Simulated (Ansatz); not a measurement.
Reaction (substitution at a C–Si bond): `C[Si](C)(F)C#N` + `[NH2][Sn][SH]` → `C[S][Sn][NH2]` + `C[SiH](F)C#N`

Computed with Ansatz on PBE0-D4/def2-TZVP structures; ΔE is electronic, products minus reactants. CCSD(T)/CBS adds triple-zeta CCSD(T) − MP2 to the extrapolated MP2 energy (def2 sets, frozen cores). DFT in def2-TZVPP. Elements past krypton have def2 core potentials. For Sn outer-core shells are correlated without core-valence functions, which leaves a few kJ/mol of doubt a bond. Each species was taken in one conformer, which may not be the lowest.

```json
{"level": "revPBE", "ΔE (kJ/mol)": "77.0"}
{"level": "HF/def2-TZVPP", "ΔE (kJ/mol)": "81.2"}
```

Q: What does CCSD(T)/CBS give? (An estimate is asked.)

A: Ansatz gave: +78.0 kJ/mol. The listed levels differ from it by -1.0, 3.2 kJ/mol.

Q: What do rigid-rotor, harmonic-oscillator terms from PBE0-D4/def2-TZVP frequencies (298.15 K, 1 bar) make of the CCSD(T)/CBS value? (An estimate is asked.)

A: Ansatz gave: ΔZPE = +3.8 kJ/mol, ΔH = +80.8 kJ/mol, ΔS = -3 J/(mol·K), ΔG = +81.7 kJ/mol.

Largest T1 diagnostic among the species: 0.016.

From PBE to PBE0 (25 % exact exchange), in def2-TZVPP and without D4, ΔE moves by +3.6 kJ/mol. Leaving LDA and LC-ωPBE aside and taking each functional with its dispersion term where it has one, the values, not all of them listed here, spread over 12.0 kJ/mol, from BLYP-D4 to B97M-V.
